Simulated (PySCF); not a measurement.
Compound: C6H10OS.
Numbering: `[CH2:1]=[CH:2][C@@H:3]1[CH2:4][S:5][C@@H:6]1[O:7][CH3:8]` (hydrogens: H9, H10 on C1; H11 on C2; H12 on C3; H13, H14 on C4; H15 on C6; H16, H17, H18 on C8)

Geometry (GFN2-xTB, Å), atoms numbered from 1 in this order:
```
atom  x, y, z in Å
C1    -2.070    1.183    1.250
C2    -1.058    0.412    0.897
C3    -0.949   -0.260   -0.430
C4    -0.803   -1.787   -0.374
S5     0.523   -1.810   -1.632
C6     0.374   -0.009   -1.183
O7     1.382    0.437   -0.364
C8     2.619    0.587   -1.021
H9    -2.119    1.646    2.220
H10   -2.893    1.384    0.583
H11   -0.236    0.226    1.573
H12   -1.790    0.023   -1.069
H13   -0.421   -2.151    0.579
H14   -1.678   -2.358   -0.673
H15    0.288    0.601   -2.093
H16    3.332    0.916   -0.269
H17    2.942   -0.368   -1.451
H18    2.550    1.334   -1.820
```

Level of theory: PySCF, TDDFT PBE0/def2-SVPD, vertical, gas phase, core orbitals frozen in the response.

Transition dipole moments from the ground state, in atomic units and in the frame of the coordinates above (overall signs are arbitrary), for the states with f of 0.002 or more among the lowest 6:

| state | E (eV) | μx | μy | μz |
| --- | --- | --- | --- | --- |
| S2 | 5.981 | -0.304 | -0.260 | 0.264 |
| S3 | 6.049 | -0.194 | -0.058 | -0.174 |
| S4 | 6.132 | -0.331 | -0.041 | -0.231 |
| S5 | 6.284 | 0.018 | -0.193 | -0.215 |
| S6 | 6.642 | 0.575 | -0.642 | -0.536 |

Work out the oscillator strengths.

f = (2/3) ΔE |μ|² with ΔE in hartree (27.2114 eV).

```csv
state,|μ|² (au),|μ| (D),f
S2,0.230,1.22,0.034
S3,0.071,0.68,0.011
S4,0.165,1.03,0.025
S5,0.084,0.74,0.013
S6,1.031,2.58,0.168
```

Which bond between heavy atoms lies closest to the direction of the S6 transition dipole?

C1–C2, at 19° from it; next C2–C3 at 37°.

What angle do the transition dipoles of S3 and S4 make?

|cos θ| = |μa·μb| / (|μa| |μb|) = 0.99, so θ ≈ 10° (taken between 0 and 90°, since the signs are arbitrary).

How is the summed strength of these states shared among x, y and z?

(2/3) Σ ΔE μα² gives 0.090 for x, 0.083 for y and 0.077 for z, 0.250 in all.

What peak molar absorption coefficient would the strongest computed level give as a lone Gaussian band 0.4 eV wide at half height?

ε(max) = 2.175×10⁸ f / FWHM, with the width in cm⁻¹. S6: 2.175×10⁸ × 0.1677 / 3226 ≈ 11000 L mol⁻¹ cm⁻¹.

One conformer stands for the species.
